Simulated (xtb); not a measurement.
Computed with GFN2-xTB (xtb).

```
xtb start.xyz --ohess tight --gfn 2 --chrg 0 --uhf 0 --iterations 400

# start.xyz
22

B      2.341674     0.798787    -0.097974
C      0.775851     0.912880    -0.112354
C      0.009279     0.367945     1.110897
C      0.307809    -1.132054     1.228831
C     -0.479350    -1.738672     0.049016
C     -1.121595    -0.509282    -0.606948
C     -1.434801     0.355809     0.612810
C      0.003279     0.275412    -1.289347
S     -0.613157     1.493924    -2.510113
H      2.915549     0.973134     0.905928
H      2.934553     0.587829    -1.083158
H      0.608783     2.001490    -0.141907
H      0.203991     0.927369     2.024042
H      1.376860    -1.330286     1.158800
H     -0.050716    -1.522614     2.182070
H     -1.250210    -2.426186     0.398570
H      0.162978    -2.280038    -0.644912
H     -1.952897    -0.742910    -1.270637
H     -1.816388     1.345627     0.362880
H     -2.123371    -0.126695     1.304182
H      0.631299    -0.373141    -1.901182
H     -1.429423     2.141671    -1.679493
```

Output:

```
[...]
      -------------------------------------------------------------
                  HL-Gap            0.1012307 Eh            2.7546 eV
             Fermi-level           -0.3127497 Eh           -8.5104 eV

     #   Z          covCN         q      C6AA      α(0)
     1   5 B        2.779     0.250    17.599     7.014
     2   6 C        3.821    -0.104    22.471     6.746
     3   6 C        3.982    -0.017    20.807     6.481
     4   6 C        3.840    -0.062    21.665     6.622
     5   6 C        3.842    -0.061    21.632     6.616
     6   6 C        4.000    -0.016    20.775     6.475
     7   6 C        3.885    -0.057    21.554     6.600
     8   6 C        3.883     0.036    19.914     6.345
     9  16 S        1.929    -0.308   154.406    20.914
    10   1 H        0.939    -0.088     5.168     3.554
    11   1 H        0.939    -0.085     5.052     3.514
    12   1 H        0.923     0.063     2.164     2.301
    13   1 H        0.925     0.029     2.596     2.520
    14   1 H        0.925     0.030     2.583     2.513
    15   1 H        0.924     0.034     2.537     2.491
    16   1 H        0.924     0.035     2.513     2.479
    17   1 H        0.925     0.031     2.577     2.510
    18   1 H        0.925     0.034     2.535     2.490
    19   1 H        0.925     0.027     2.629     2.536
    20   1 H        0.925     0.035     2.516     2.480
    21   1 H        0.925     0.041     2.437     2.441
    22   1 H        0.923     0.153     1.371     1.831

 Mol. C6AA /au·bohr⁶  :       4934.293160
 Mol. C8AA /au·bohr⁸  :     130216.562207
 Mol. α(0) /au        :        107.473010

Wiberg/Mayer (AO) data.
largest (>0.10) Wiberg bond orders for each atom

 ---------------------------------------------------------------------------
     #   Z sym  total        # sym  WBO       # sym  WBO       # sym  WBO
 ---------------------------------------------------------------------------
     1   5 B    3.126 --     2 C    1.048    11 H    0.981    10 H    0.979
     2   6 C    3.970 --     1 B    1.048     8 C    0.980     3 C    0.972
                            12 H    0.913
     3   6 C    3.994 --     4 C    0.996     7 C    0.995     2 C    0.972
                            13 H    0.972
     4   6 C    3.997 --     5 C    1.001     3 C    0.996    15 H    0.981
                            14 H    0.978
     5   6 C    3.997 --     4 C    1.001     6 C    0.991    16 H    0.980
                            17 H    0.980
     6   6 C    3.994 --     7 C    0.995     5 C    0.991     8 C    0.987
                            18 H    0.971
     7   6 C    3.996 --     6 C    0.995     3 C    0.995    20 H    0.976
                            19 H    0.973
     8   6 C    3.968 --     6 C    0.987     2 C    0.980     9 S    0.975
                            21 H    0.966
     9  16 S    2.022 --     8 C    0.975    22 H    0.958
    10   1 H    0.992 --     1 B    0.979
    11   1 H    0.993 --     1 B    0.981
    12   1 H    0.996 --     2 C    0.913
    13   1 H    0.999 --     3 C    0.972
    14   1 H    0.999 --     4 C    0.978
    15   1 H    0.999 --     4 C    0.981
    16   1 H    0.999 --     5 C    0.980
    17   1 H    0.999 --     5 C    0.980
    18   1 H    0.999 --     6 C    0.971
    19   1 H    0.999 --     7 C    0.973
    20   1 H    0.999 --     7 C    0.976
    21   1 H    0.998 --     8 C    0.966
    22   1 H    0.977 --     9 S    0.958
 ---------------------------------------------------------------------------

Topologies differ in total number of bonds
Writing topology from bond orders to xtbtopo.mol

molecular dipole:
                 x           y           z       tot (Debye)
 q only:       -0.078      -0.185       0.814
   full:       -0.180      -0.282       1.035       2.764
molecular quadrupole (traceless):
                xx          xy          yy          xz          yz          zz
 q only:        2.486      -0.489       3.325      -0.808       3.122      -5.811
  q+dip:        3.563      -0.541       3.416      -2.384       5.943      -6.979
   full:        2.456      -1.004       5.251      -2.177       5.047      -7.706

           -------------------------------------------------
          |                Geometry Summary                 |
           -------------------------------------------------

      molecular mass/u    :      140.0541965
   center of mass at/Å    :       -0.1244330       0.2718622      -0.4854687
  moments of inertia/u·Å² :        0.2350510E+03   0.4093455E+03   0.5059214E+03
rotational constants/cm⁻¹ :        0.7171904E-01   0.4118192E-01   0.3332065E-01

 * 21 selected distances

     #   Z          #   Z                                           value/Å
     1   5 B        2   6 C                                       1.5700402 (max)
     2   6 C        3   6 C                                       1.5430263
     3   6 C        4   6 C                                       1.5339576
     4   6 C        5   6 C                                       1.5425850
     5   6 C        6   6 C                                       1.5343297
     3   6 C        7   6 C                                       1.5276143
     6   6 C        7   6 C                                       1.5278385
     6   6 C        8   6 C                                       1.5319122
     1   5 B       10   1 H                                       1.1694225
     1   5 B       11   1 H                                       1.1690152
     2   6 C       12   1 H                                       1.1017518
     3   6 C       13   1 H                                       1.0884402 (min)
     4   6 C       14   1 H                                       1.0895277
     4   6 C       15   1 H                                       1.0907530
     5   6 C       16   1 H                                       1.0904535
     5   6 C       17   1 H                                       1.0895865
     6   6 C       18   1 H                                       1.0890952
     7   6 C       19   1 H                                       1.0898686
     7   6 C       20   1 H                                       1.0885468
     8   6 C       21   1 H                                       1.0905835
     9  16 S       22   1 H                                       1.3325901

 * 5 distinct bonds (by element types)

   Z      Z             #   av. dist./Å        max./Å        min./Å
   1 H    5 B           2     1.1692188     1.1694225     1.1690152
   1 H    6 C          10     1.0908607     1.1017518     1.0884402
   5 B    6 C           1     1.5700402     1.5700402     1.5700402
   6 C    6 C           7     1.5344662     1.5430263     1.5276143
   1 H   16 S           1     1.3325901     1.3325901     1.3325901

           -------------------------------------------------
          |               Frequency Printout                |
Molecule has no symmetry elements
It seems to be the C1 point group
           -------------------------------------------------
 projected vibrational frequencies (cm⁻¹)
eigval :       -0.00    -0.00    -0.00    -0.00    -0.00     0.00
eigval :       84.85   152.82   192.02   198.07   205.31   246.25
eigval :      304.69   352.46   446.18   471.76   549.70   665.50
eigval :      722.19   763.63   807.09   825.57   839.14   846.91
eigval :      880.49   932.76   953.96   969.12   989.21   995.68
eigval :     1007.80  1018.62  1063.07  1083.03  1101.85  1108.89
eigval :     1133.08  1160.59  1181.87  1190.97  1204.58  1214.57
eigval :     1237.07  1246.59  1262.55  1264.08  1287.19  1298.09
eigval :     1307.74  1313.98  1484.14  1491.52  1508.65  2422.32
eigval :     2641.12  2679.54  2855.72  2974.76  2976.70  2988.47
eigval :     2993.29  2996.08  2999.10  3004.07  3007.91  3015.19
 reduced masses (amu)
   1: 16.02   2: 14.63   3: 19.26   4: 17.89   5: 13.92   6: 11.02   7: 11.23   8:  5.90
   9:  6.23  10:  9.70  11: 10.08  12:  8.48  13: 11.87  14: 15.28  15:  6.78  16:  9.41
  17:  9.63  18: 12.16  19:  7.68  20:  9.27  21:  5.73  22:  4.72  23:  4.44  24:  8.39
  25:  6.49  26:  6.85  27:  7.53  28:  6.17  29:  6.63  30:  7.42  31:  5.67  32:  4.49
  33:  5.16  34:  6.59  35:  5.30  36:  3.81  37:  3.17  38:  4.24  39:  4.96  40:  4.25
  41:  3.38  42:  5.00  43:  5.22  44:  6.87  45:  4.54  46:  4.55  47:  6.05  48:  6.28
  49:  5.40  50:  5.27  51:  1.92  52:  2.12  53:  2.02  54:  1.95  55:  1.41  56:  2.15
  57:  1.75  58:  1.91  59:  1.80  60:  1.87  61:  1.86  62:  1.68  63:  1.81  64:  1.70
  65:  1.58  66:  1.64
 IR intensities (km·mol⁻¹)
   1:  0.00   2:  0.06   3:  0.65   4:  0.53   5:  0.09   6:  0.19   7:  0.75   8:  0.41
   9: 10.78  10:  8.13  11: 18.73  12:  1.45  13:  1.97  14:  0.65  15:  0.36  16:  0.31
  17:  1.79  18:  1.51  19:  7.64  20:  3.13  21: 42.45  22: 39.37  23:  5.26  24:  4.45
  25: 83.32  26:  8.83  27:  2.65  28:  8.88  29:  5.07  30:  1.12  31:  0.47  32:  4.77
  33:  1.35  34:  0.70  35:  0.80  36:  4.69  37:  3.69  38:  4.70  39: 12.68  40: 27.78
  41: 11.46  42: 17.97  43:  2.06  44: 16.31  45:  7.80  46: 11.60  47:  4.24  48: 11.60
  49:  0.28  50:  0.40  51:  0.23  52:  3.85  53:  1.20  54:116.98  55: 92.48  56:120.08
  57: 21.80  58:  2.89  59:  8.34  60: 19.33  61: 90.98  62: 16.54  63: 20.68  64:123.23
  65: 37.10  66: 65.36
 Raman intensities (Ä⁴*amu⁻¹)
   1:  0.00   2:  0.00   3:  0.00   4:  0.00   5:  0.00   6:  0.00   7:  0.00   8:  0.00
   9:  0.00  10:  0.00  11:  0.00  12:  0.00  13:  0.00  14:  0.00  15:  0.00  16:  0.00
  17:  0.00  18:  0.00  19:  0.00  20:  0.00  21:  0.00  22:  0.00  23:  0.00  24:  0.00
  25:  0.00  26:  0.00  27:  0.00  28:  0.00  29:  0.00  30:  0.00  31:  0.00  32:  0.00
  33:  0.00  34:  0.00  35:  0.00  36:  0.00  37:  0.00  38:  0.00  39:  0.00  40:  0.00
  41:  0.00  42:  0.00  43:  0.00  44:  0.00  45:  0.00  46:  0.00  47:  0.00  48:  0.00
  49:  0.00  50:  0.00  51:  0.00  52:  0.00  53:  0.00  54:  0.00  55:  0.00  56:  0.00
  57:  0.00  58:  0.00  59:  0.00  60:  0.00  61:  0.00  62:  0.00  63:  0.00  64:  0.00
  65:  0.00  66:  0.00
 output can be read by thermo (or use thermo option).
 writing <g98.out> molden fake output.
 recommended (thermochemical) frequency scaling factor: 1.0
           -------------------------------------------------
          |             Thermodynamic Functions             |
           -------------------------------------------------

c1  symmetry found (for desy threshold:  0.10E+00) used in thermo

          ...................................................
          :                      SETUP                      :
          :.................................................:
          :  # frequencies                          60      :
          :  # imaginary freq.                       0      :
          :  linear?                             false      :
          :  only rotor calc.                    false      :
          :  symmetry                               c1      :
          :  rotational number                       1      :
          :  scaling factor                  1.0000000      :
          :  rotor cutoff                   50.0000000 cm⁻¹ :
          :  imag. cutoff                  -20.0000000 cm⁻¹ :
          :.................................................:

    mode    ω/cm⁻¹     T·S(HO)/kcal·mol⁻¹    T·S(FR)/kcal·mol⁻¹   T·S(vib)
   ------------------------------------------------------------------------
       1     84.85    -1.12561 ( 89.24%)    -0.89971 ( 10.76%)    -1.10131
       2    152.82    -0.78616 ( 98.87%)    -0.72549 (  1.13%)    -0.78547
       3    192.02    -0.65839 ( 99.54%)    -0.65787 (  0.46%)    -0.65838
       4    198.07    -0.64130 ( 99.60%)    -0.64867 (  0.40%)    -0.64133
       5    205.31    -0.62164 ( 99.65%)    -0.63805 (  0.35%)    -0.62170
       6    246.25    -0.52392 ( 99.83%)    -0.58419 (  0.17%)    -0.52402
   ------------------------------------------------------------------------

   temp. (K)  partition function   enthalpy   heat capacity  entropy
                                   cal/mol     cal/K/mol   cal/K/mol   J/K/mol
 298.15  VIB   103.                 3970.113     30.205     22.443
         ROT  0.533E+06              888.752      2.981     29.185
         INT  0.549E+08             4858.865     33.186     51.629
         TR   0.160E+28             1481.254      4.968     40.704
         TOT                        6340.1191    38.1544    92.3325   386.3190

       T/K    H(0)-H(T)+PV         H(T)/Eh          T*S/Eh         G(T)/Eh
   ------------------------------------------------------------------------
    298.15    0.101036E-01    0.192631E+00    0.438701E-01    0.148761E+00
   ------------------------------------------------------------------------

         :::::::::::::::::::::::::::::::::::::::::::::::::::::
         ::                  THERMODYNAMIC                  ::
         :::::::::::::::::::::::::::::::::::::::::::::::::::::
         :: total free energy         -25.956630718887 Eh   ::
         ::.................................................::
         :: total energy              -26.105391280627 Eh   ::
         :: zero point energy           0.182527072829 Eh   ::
         :: G(RRHO) w/o ZPVE           -0.033766511089 Eh   ::
         :: G(RRHO) contrib.            0.148760561740 Eh   ::
         :::::::::::::::::::::::::::::::::::::::::::::::::::::

optimized geometry written to: xtbopt.xyz

           -------------------------------------------------
          | TOTAL ENERGY              -26.105391280627 Eh   |
          | TOTAL ENTHALPY            -25.912760584932 Eh   |
          | TOTAL FREE ENERGY         -25.956630718887 Eh   |
          | GRADIENT NORM               0.000755010449 Eh/α |
          | HOMO-LUMO GAP               2.754628033621 eV   |
           -------------------------------------------------

------------------------------------------------------------------------
```

Cost: around 2.1 core-seconds (rough).
